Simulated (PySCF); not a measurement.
# Reading the logs of faulty runs: BC2FH6

Calculated results; nothing here was measured. They come from PySCF 2.14.0, an open-source quantum chemistry program, on an isolated molecule that a program drew, which may never have been made. The molecule is BC2FH6 (charge 0, singlet), drawn as the SMILES string `CCBF`.

Each row is a Hartree-Fock (HF) and frozen-core CCSD(T) single point in the cc-pVDZ basis, meant for a local HF minimum. Run 1 is clean. Each other run has one planted mistake out of seven kinds, and not every kind appears here: one electron removed, one electron added, multiplicity raised by two, geometry at a saddle point, minimal basis STO-3G, one bond length entered in bohr, all coordinates scaled. The reference is restricted for singlets and unrestricted otherwise, and also for a bond in bohr. Adding or removing an electron swaps singlet and doublet. Electrons count all cores. HOMO and LUMO are orbital energies over both spins, the gradient is its largest component, and the lowest frequency (negative if imaginary) is given only where the gradient is small. Bond lengths are over the 9 bonds as drawn. T1 is the CCSD diagnostic: over 0.02 (restricted) or 0.045 (unrestricted) a single reference is doubtful.

Geometry of the clean run:
```xyz
10
BC2FH6, angstrom
C    -0.2367    0.3152    0.8111
C     1.0227    1.1838    0.7939
B     2.3610    0.4353    0.4560
F     3.5004    1.1282    0.4488
H    -0.4034   -0.1611   -0.1585
H    -0.1587   -0.4820    1.5549
H    -1.1275    0.9004    1.0481
H     0.9182    2.0024    0.0689
H     1.1613    1.6871    1.7599
H     2.4500   -0.7344    0.1946
```

```
run  electrons  basis functions  <S^2>  HOMO (eV)  LUMO (eV)  gradient (hartree/bohr)  lowest frequency (cm^-1)  mean bond (Å)  longest bond (Å)      T1  HF (hartree)  CCSD(T) (hartree)                 mistake
  1         32               86  0.000     -12.15       3.33                  1.5e-05                        33         1.2345             1.570  0.0115    -203.41911         -204.03627                no fault
  2         33               86  0.761       1.63       9.54                  6.3e-02                         -         1.2345             1.570  0.0106    -203.32614         -203.95816      one electron added
  3         32               86  0.000     -12.11       2.97                  4.2e-02                         -         1.2937             1.646  0.0124    -203.40029         -204.02616  all coordinates scaled
  4         31               86  0.766     -19.86      -9.45                  1.4e-01                         -         1.2345             1.570  0.0266    -203.02063         -203.62671                       ?
  5         32               26  0.000     -10.15       7.79                  4.6e-02                         -         1.2345             1.570  0.0145    -200.77491         -200.99051                       ?
```

**Which mistake was planted in run 4, and what did it cost?**

It counts 31 electrons, one fewer than the clean run, at the same geometry and basis. So the mistake is: one electron removed. Subtracting run 1 and multiplying by 627.51 kcal/mol a hartree, the energy moved by 250.0 kcal/mol in HF and 257.0 kcal/mol in CCSD(T).

**Which mistake was planted in run 5, and what did it cost?**

It has 26 basis functions where the clean run has 86, with the same electrons and geometry. So the mistake is: minimal basis STO-3G. Subtracting run 1 and multiplying by 627.51 kcal/mol a hartree, the energy moved by 1659.3 kcal/mol in HF and 1911.2 kcal/mol in CCSD(T).

Cautions from the logs. Run 2: the HOMO is above zero, so the electron isn't bound and the energy depends on the basis.
